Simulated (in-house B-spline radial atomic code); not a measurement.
# OEP/ALDAx excitations of Sc IV (Sc3+)

Method: OEP/ALDAx. Computed with an all-electron radial atomic-structure program (B-spline basis): linear response of the closed shell [Ne] 3s2 3p6 with the adiabatic LDA exchange kernel on the exchange-only optimised effective potential; scalar-relativistic (spin-free one-electron X2C), finite nucleus, no spin-orbit coupling, no double excitations, S, P, D and F terms only. Only terms of natural parity with L up to 3 were computed.

Command:
```bash
python run_td.py task.json out
```
Settings (radii: box in bohr, nucleus in fm):
```
Z                        21
electrons                18
configuration            [Ne] 3s2 3p6
hamiltonian              x2c
method                   oep
box_radius               23.08
rms_radius               3.5459
intervals                107
```

Cost of the run: 1.4 s on 1 thread of Arm Neoverse N1 (shared host).

The lowest states, in the order of their Tamm-Dancoff energies; the method's threshold (minus the highest occupied level) is 73.63 eV. Labels give the largest channel, * marks a mixed state, and oscillator strengths are full-response dipole values. Semilocal kernels can invert the small singlet-triplet splittings of Rydberg terms. Energies in eV:

```csv
state,full response,Tamm-Dancoff,oscillator strength
3p → 3d 3P,29.775,29.900,-
3p → 3d 3F,30.68,30.77,-
3p → 3d 1F,33.44,33.47,-
3p → 4s 3P,40.46,40.47,-
3p → 4s 1P,41.06,41.11,1.44
3p → 3d 1P,?,?,?
3p → 4p 3S,45.41,45.44,-
3p → 4p 3D,46.13,46.14,-
3p → 4p 1D,46.59,46.59,-
3p → 4p 1S,48.78,48.99,-
3s → 3d 3D,53.06,53.10,-
3p → 4d 3P,54.15,54.16,-
3p → 4d 3F,54.34,54.35,-
3p → 4d 1F,54.66,54.66,-
3p → 4d 1P,55.87,56.25,0.158
3s → 3d 1D,56.40,56.49,-
3p → 5s 3P,56.80,56.80,-
3p → 5s 1P,57.02,57.05,0.0412
3p → 5p 3S,?,?,-
3p → 4f 3D*,58.81,58.81,-
3p → 5p 3D*,59.04,59.04,-
```

(1) Where does 3p → 5p 3S lie?

(2) Where does 3p → 3d 1P lie?

(3) How large is the singlet-triplet splitting of 3p → 3d (F terms) in Tamm-Dancoff?

(4) What polarisabilities and dispersion coefficient does the method give?

Answers

(1) At 58.75 eV in full response, 58.76 eV in Tamm-Dancoff.

(2) At 42.46 eV in full response, 44.14 eV in Tamm-Dancoff, oscillator strength 3.24.

(3) 2.7 eV, from the unrounded values.

(4) Dipole 2.137 bohr³, quadrupole 3.547 bohr⁵, C6 5.662 hartree·bohr⁶ for two such species.
